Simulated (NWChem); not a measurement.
CH3ClOSi, singlet; SMILES O([Si]Cl)C

```xyz
7

Si     1.1272     0.1203    -0.0003
Cl    -0.4877     1.5058     0.0000
O      0.3398    -1.3265     0.0002
C     -0.9917    -1.7768     0.0012
H     -1.7028    -0.9356    -0.0024
H     -1.1646    -2.4018    -0.8886
H     -1.1658    -2.3948     0.8957
```
Atoms are numbered in this order, from 1.

Program: NWChem. Low-valent species are run as closed-shell singlets; no triplet was tried in these runs. Coordinates come from a PBE0/def2-SVP optimisation. GIAO values for the isolated, static molecule; σ is the absolute isotropic shielding, δ = σ(reference) − σ with the isolated reference molecule computed at the same levels (13C: tetramethylsilane, 1H: tetramethylsilane, 17O: water, 29Si: tetramethylsilane).

**Question.** What does the run give for PBE0/pcSseg-1? Quantities: δ Si1 (ppm); σ Cl2 (ppm); δ O3 (ppm); δ C4 (ppm); δ H5 (rotor mean) (ppm).

**Answer.** The δ Si1 (ppm) comes out as 126.3 and the σ Cl2 (ppm) is 575.6. The δ O3 (ppm) is 206.6. The δ C4 (ppm) is 53.6 and the δ H5 (rotor mean) (ppm) is 4.22.
